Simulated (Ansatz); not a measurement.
`N[SiH2]C(O)F` + `O=C=[N][AlH][Cl]` → `N[Si@@H](Cl)[C@H](O)F` + `O=C=[N][AlH2]`  (redistribution)

Gas-phase electronic energies from Ansatz, PBE0-D4/def2-TZVP geometries. CBS: MP2 limit from def2 TZ/QZ plus the TZ coupled-cluster correction, frozen cores. Functionals use def2-TZVPP. Each species was taken in one conformer, which may not be the lowest.

```json
{"level": "ωB97M-V", "ΔE (kJ/mol)": "59.0"}
{"level": "PBE", "ΔE (kJ/mol)": "62.8"}
{"level": "PBE0", "ΔE (kJ/mol)": "62.1"}
{"level": "HF/def2-TZVPP", "ΔE (kJ/mol)": "58.0"}
```

Problem. What does CCSD(T)/CBS give? (Estimate.)

Solution. The calculation gave: +61.5 kJ/mol. The listed levels differ from it by -2.5, 1.3, 0.6, -3.5 kJ/mol.

Largest T1 diagnostic among the species: 0.016.

In def2-TZVPP, CCSD(T) changes the Hartree–Fock value by +5.0 kJ/mol (the triples alone add +0.8 kJ/mol) and MP2 by +4.5 kJ/mol. The D4 term adds −3.0 kJ/mol with B3LYP and −1.7 kJ/mol with PBE0; it sums over pairs of atoms, weighted by their polarisabilities, and B3LYP, whose exchange is more repulsive, gets the larger term.

B3LYP here is the variant with VWN-RPA as its local correlation; programs differ in this.
